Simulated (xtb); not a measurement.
Te(Et)(SH) (C2H6STe), SMILES CC[Te]S. All values are semi-empirical tight-binding results from xtb (GFN2-xTB unless named), good for trends rather than for accurate numbers. Coordinates come from a GFN2-xTB optimisation. This is a generated structure with no PubChem entry under its InChIKey; it may be hypothetical. Other conformers were not sampled.

Computed properties:
| Item | Value |
|---|---|
| orbital gap | 3.61 eV |
| zero-point energy | 45.9 kcal/mol |
| G − E(el) at 298.15 K (modified RRHO) | 25.5 kcal/mol |
| static polarisability (D4 model) | 86.0 bohr³ |
| solvation energy, GFN2-xTB/ALPB(water) | -1.6 kcal/mol |
| solvation energy, GFN2-xTB/ALPB(octanol) | -5.8 kcal/mol |
